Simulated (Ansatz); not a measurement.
Harmonic frequencies (cm⁻¹) at PBE0-D4/def2-TZVP from Ansatz: 56, 253, 296, 306, 411, 479, 541, 562, 643, 646, 674, 734, 770, 955, 1084, 1127, 1130, 1425, 1911, 1912, 2572, 2665, 3112, 3194.

Each molecule was computed in one conformer, which needn't be the lowest.

Task: Which molecule is it?
A. `B[SiH](N)F`
B. `[BH2][SnH2][CH2]Cl`
C. `C[SiH2][AsH2]`
D. `[SiH3]B1C[SiH2]1`

Result: B.
